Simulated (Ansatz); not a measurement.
Nb3H3Se9. Total charge 0; triplet. Geometry PBE-D4/def2-SVP; atoms count from 1.

Cartesian coordinates in Å:
```
Nb 1.345 0.199 -1.137
Nb -0.550 1.481 0.607
Nb -0.881 -1.669 0.324
Se 3.360 0.689 -2.546
Se 0.125 -1.940 -1.951
Se 1.603 -1.629 0.909
Se -0.652 1.536 -1.884
Se 1.967 1.733 0.768
Se -2.696 -0.014 0.625
Se 0.013 -0.528 2.424
Se -1.634 3.530 1.559
Se -1.741 -3.968 0.855
H 3.044 -0.527 -3.355
H -0.603 4.447 0.991
H -2.701 -3.341 1.810
```

In the def2 sets Nb takes a core potential; there is no spin–orbit coupling. Single mean-field runs in def2-TZVP are fitted with def2-universal-jkfit. At PBE0-D4/def2-TZVP a singlet of charge 0 lies 0.57 eV below the triplet, each at its own geometry.

(1) Estimate the Mulliken populations from the PBE0/def2-TZVP orbitals of Ansatz.

(2) Where does the spin sit?

(3) And the Mayer bond orders between bonded heavy atoms (over 0.3)?

## Answers

(1) 
```json
{"atom": "Nb1", "charge (e)": "0.47", "spin (α − β)": "0.69", "d electrons": "3.37"}
{"atom": "Nb2", "charge (e)": "0.46", "spin (α − β)": "0.90", "d electrons": "3.39"}
{"atom": "Nb3", "charge (e)": "0.67", "spin (α − β)": "0.41", "d electrons": "3.27"}
{"atom": "Se4", "charge (e)": "-0.34", "spin (α − β)": "0.04", "d electrons": "–"}
{"atom": "Se5", "charge (e)": "-0.29", "spin (α − β)": "-0.10", "d electrons": "–"}
{"atom": "Se6", "charge (e)": "0.00", "spin (α − β)": "0.00", "d electrons": "–"}
{"atom": "Se7", "charge (e)": "-0.18", "spin (α − β)": "0.08", "d electrons": "–"}
{"atom": "Se8", "charge (e)": "-0.30", "spin (α − β)": "-0.02", "d electrons": "–"}
{"atom": "Se9", "charge (e)": "-0.27", "spin (α − β)": "-0.10", "d electrons": "–"}
{"atom": "Se10", "charge (e)": "-0.02", "spin (α − β)": "-0.01", "d electrons": "–"}
{"atom": "Se11", "charge (e)": "-0.34", "spin (α − β)": "0.03", "d electrons": "–"}
{"atom": "Se12", "charge (e)": "-0.35", "spin (α − β)": "0.06", "d electrons": "–"}
{"atom": "H13", "charge (e)": "0.16", "spin (α − β)": "0.01", "d electrons": "–"}
{"atom": "H14", "charge (e)": "0.16", "spin (α − β)": "0.02", "d electrons": "–"}
{"atom": "H15", "charge (e)": "0.17", "spin (α − β)": "0.00", "d electrons": "–"}
```
Mulliken values and Mayer orders depend strongly on the basis.

(2) Summed by element: Nb 2.00, Se -0.02, H 0.02, of 2 unpaired in all. Largest on single atoms: Nb2 0.90, Nb1 0.69, Nb3 0.41.

(3) Nb1–Nb2 0.60 (2.88 Å); Nb1–Se4 1.16 (2.51 Å); Nb1–Se5 1.01 (2.59 Å); Nb1–Se6 0.66 (2.76 Å); Nb1–Se7 1.12 (2.52 Å); Nb1–Se8 1.13 (2.52 Å); Nb2–Nb3 0.30 (3.18 Å); Nb2–Se7 1.18 (2.49 Å); Nb2–Se8 1.07 (2.53 Å); Nb2–Se9 0.91 (2.62 Å); Nb2–Se10 0.63 (2.77 Å); Nb2–Se11 1.17 (2.51 Å); Nb3–Se5 1.19 (2.50 Å); Nb3–Se6 0.82 (2.55 Å); Nb3–Se9 1.30 (2.47 Å); Nb3–Se10 0.84 (2.55 Å); Nb3–Se12 1.19 (2.51 Å); Se6–Se10 0.93 (2.46 Å).
